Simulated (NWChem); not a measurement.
System: H₂SeSO; SMILES O[Se]S

The following NWChem deck was run.

```
start job
memory heap 200 mb stack 900 mb global 1100 mb
geometry units angstroms noautosym nocenter noautoz
  Se     0.400491     0.474653    -0.000931
  O     -1.155451     1.384370    -0.065730
  H     -1.471357     1.464037     0.844711
  S     -0.220442    -1.620548     0.058438
  H     -0.371007    -1.824328    -1.273450
end
basis spherical
  Se library aug-cc-pvdz
  O library aug-cc-pvdz
  H library aug-cc-pvdz
  S library aug-cc-pvdz
end
dft
  xc xpbe96 cpbe96
  iterations 150
end
property
  response 1 0.0
end
task dft property
```

Parts of the log:

```
             Northwest Computational Chemistry Package (NWChem) 7.3.0
             --------------------------------------------------------

                             Geometry "geometry" -> ""
                             -------------------------

 Output coordinates in angstroms (scale by  1.889725989 to convert to a.u.)

  No.       Tag          Charge          X              Y              Z
 ---- ---------------- ---------- -------------- -------------- --------------
    1 Se                  34.0000     0.40049100     0.47465300    -0.00093100
    2 O                    8.0000    -1.15545100     1.38437000    -0.06573000
    3 H                    1.0000    -1.47135700     1.46403700     0.84471100
    4 S                   16.0000    -0.22044200    -1.62054800     0.05843800
    5 H                    1.0000    -0.37100700    -1.82432800    -1.27345000

 Effective nuclear repulsion energy (a.u.)     261.8927262445

  pbe96 is a nonlocal functional; adding pw91lda local functional.
                              NWChem Property Module
                              ----------------------

                                 NWChem DFT Module
                                 -----------------

 Summary of "ao basis" -> "ao basis" (spherical)
 ------------------------------------------------------------------------------
       Tag                 Description            Shells   Functions and Types
 ---------------- ------------------------------  ------  ---------------------
 Se                       aug-cc-pvdz               14       36   6s5p3d
 O                        aug-cc-pvdz                9       23   4s3p2d
 H                        aug-cc-pvdz                5        9   3s2p
 S                        aug-cc-pvdz               11       27   5s4p2d

            General Information
            -------------------
          SCF calculation type: DFT
          Wavefunction type:  closed shell.
          No. of atoms     :     5
          No. of electrons :    60
           Alpha electrons :    30
            Beta electrons :    30
          Charge           :     0
          Spin multiplicity:     1
          Use of symmetry is: off; symmetry adaption is: off
          Maximum number of iterations: 150
          AO basis - number of functions:   104
                     number of shells:    44
          Convergence on energy requested:  1.00D-06
          Convergence on density requested:  1.00D-05
          Convergence on gradient requested:  5.00D-04

              XC Information
              --------------
          PerdewBurkeErnzerhof Exchange Functional  1.000
            Perdew 1991 LDA Correlation Functional  1.000 local
           PerdewBurkeErnz. Correlation Functional  1.000 non-local

             Grid Information
             ----------------
          Grid used for XC integration:  medium
          Radial quadrature: Mura-Knowles
          Angular quadrature: Lebedev.
          Tag              B.-S. Rad. Rad. Pts. Rad. Cut. Ang. Pts.
          ---              ---------- --------- --------- ---------
          Se                  1.15      112          13.0       590
          O                   0.60       49          13.0       434
          H                   0.35       45          15.0       434
          S                   1.00       88          14.0       590
          Grid pruning is: on
          Number of quadrature shells:   339
          Spatial weights used:  Erf1

      Superposition of Atomic Density Guess
      -------------------------------------

 Sum of atomic energies:       -2873.02560403

      Non-variational initial energy
      ------------------------------

 Total energy =   -2873.600176
 1-e energy   =   -4518.428102
 2-e energy   =    1382.935200
 HOMO         =      -0.240424
 LUMO         =      -0.032519

   convergence    iter        energy       DeltaE   RMS-Dens  Diis-err
 ---------------- ----- ----------------- --------- --------- ---------
 d= 0,ls=0.0,diis     1  -2875.4839080741 -3.14D+03  1.45D-02  6.64D-01
 d= 0,ls=0.0,diis     2  -2875.2395326772  2.44D-01  1.12D-02  2.76D+00
 d= 0,ls=0.0,diis     3  -2875.5210002491 -2.81D-01  4.00D-03  2.72D-01
 d= 0,ls=0.0,diis     4  -2875.5472152621 -2.62D-02  1.80D-03  3.38D-02
 d= 0,ls=0.0,diis     5  -2875.5513894123 -4.17D-03  8.08D-04  7.09D-03
  Resetting Diis
 d= 0,ls=0.0,diis     6  -2875.5525780246 -1.19D-03  1.98D-04  5.35D-04
 d= 0,ls=0.0,diis     7  -2875.5526781104 -1.00D-04  6.29D-05  1.63D-05
 d= 0,ls=0.0,diis     8  -2875.5526748400  3.27D-06  4.06D-05  4.67D-05
 d= 0,ls=0.0,diis     9  -2875.5526798577 -5.02D-06  1.53D-05  5.50D-06
 d= 0,ls=0.0,diis    10  -2875.5526804738 -6.16D-07  3.23D-06  1.37D-07

         Total DFT energy =    -2875.552680473750
      One electron energy =    -4518.611580561564
           Coulomb energy =     1502.656794385802
    Exchange-Corr. energy =     -121.490620542455
 Nuclear repulsion energy =      261.892726244467

 Numeric. integr. density =       59.999994103118

                       DFT Final Molecular Orbital Analysis
                       ------------------------------------

[...]

 DFT Linear Response polarizability / au
 Frequency  =       0.0000000 / au
              X              Y              Z
 -----------------------------------------------
 X      51.2748027     -0.1014780     -0.2709227
 Y      -0.1014909     75.9175330      2.3508635
 Z      -0.2709275      2.3508266     46.6846617
 -----------------------------------------------
 Eigenvalues =      51.2885190     76.1059856     46.4824928
 Isotropic   =      57.9589991
 Anisotropic =      27.5368468
 -----------------------------------------------

 Magnetic Dipole Response Matrix (nonzero elements):

 Exiting AOResponse driver routine
```

Level: PBE/aug-cc-pVDZ. Structure relaxed at the PBE0/def2-SVP level.
